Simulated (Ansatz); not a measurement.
`[BH2][Ga]([OH])[F]` + H₂ → `[BH2][GaH][F]` + H₂O at 600 K and 1 bar (hydrogenolysis of a Ga–O bond).

Computed with Ansatz on PBE0-D4/def2-TZVP structures; ΔE is electronic, products minus reactants. CBS: MP2 limit from def2 TZ/QZ plus the TZ coupled-cluster correction, frozen cores. This one scheme is used for every species. For Ga outer-core shells are correlated without core-valence functions, which leaves a few kJ/mol of doubt a bond. Scalar relativity is left out up to krypton. Each species was taken in one conformer, which may not be the lowest.

```tsv
species	CCSD(T)/CBS energy (Eh)	H − E (kJ/mol)	S (J/(mol·K))
`[BH2][Ga]([OH])[F]`	-2125.54859	145.3	407.7
H₂	-1.17544	43.9	150.8
`[BH2][GaH][F]`	-2050.32373	116.9	363.2
H₂O	-76.37941	76.8	212.8
```

H − E and S are ideal-gas, rigid-rotor, harmonic terms from PBE0-D4/def2-TZVP, for one conformer and one mirror image of each species. The MP2-based limit puts H₂ 0.8 mEh under its directly extrapolated value; such offsets cancel only in part. 1 Eh = 2625.50 kJ/mol, R = 8.31446 J/(mol·K).

By hand: ΔE, ΔH, ΔS and ΔG.

ΔE = (-2050.32373) + (-76.37941) − (-2125.54859) − (-1.17544) = 0.02089 Eh = 54.8 kJ/mol. Δ(H − E) = 116.9 + 76.8 − 145.3 − 43.9 = 4.5, so ΔH = 59.3 kJ/mol. ΔS = 363.2 + 212.8 − 407.7 − 150.8 = 17.5 J/(mol·K). ΔG = 59.3 − 600 × (17.5)/1000 = 48.8 kJ/mol.

By hand: the equilibrium constant, and the temperature at which ΔG would vanish if ΔH and ΔS stayed fixed.

log₁₀ K = −ΔG/(RT ln 10) = -4.2. ΔG = 0 at ΔH/ΔS = 3389 K, far beyond where these terms or the molecules hold.

ΔH outweighs TΔS. A doubt of 5 kJ/mol in ΔE shifts log₁₀ K by 0.4 here. Other conformers and mirror images would add mixing entropy, several J/(mol·K) or more a flexible species. These are equilibria of isolated gas molecules and say nothing of rates. Largest T1 diagnostic: 0.014 (customary marks: 0.02 for closed shells, 0.045 for open ones).
